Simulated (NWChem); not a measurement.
System: SiH₄S; SMILES [SiH3]S

Input file for NWChem:

```
start job
memory heap 200 mb stack 900 mb global 1100 mb
geometry units angstroms noautoz
  Si     0.003674     0.991361    -0.000256
  S      0.077870    -1.144350    -0.001017
  H     -0.679957     1.513732     1.210066
  H      1.421919     1.422657    -0.006134
  H     -0.690252     1.513781    -1.204674
  H     -1.256739    -1.300457     0.001458
end
basis spherical
  * library 6-31g*
end
dft
  xc b3lyp
  iterations 150
end
tddft
  cis
  nroots 8
  notriplet
end
task tddft energy
```

All runs use the structure optimised with PBE0-D3(BJ)/def2-TZVP. B3LYP is NWChem's, with the RPA form of VWN correlation.

Vertical excitations in the gas phase.

Q: What results follow from this input? (B3LYP/6-31G* (spherical d), TDA.) Quantities: lowest excitation, singlet (eV); oscillator strength of that lowest state; lowest state with f > 0.02, singlet (eV); oscillator strength of that bright state; orbital gap (eV).

A: 
```json
{
 "lowest excitation, singlet (eV)": "6.04",
 "oscillator_strength_of_that_lowest_state": "0.015",
 "lowest state with f > 0.02, singlet (eV)": "8.40",
 "oscillator_strength_of_that_bright_state": "0.111",
 "orbital gap (eV)": "7.14"
}
```
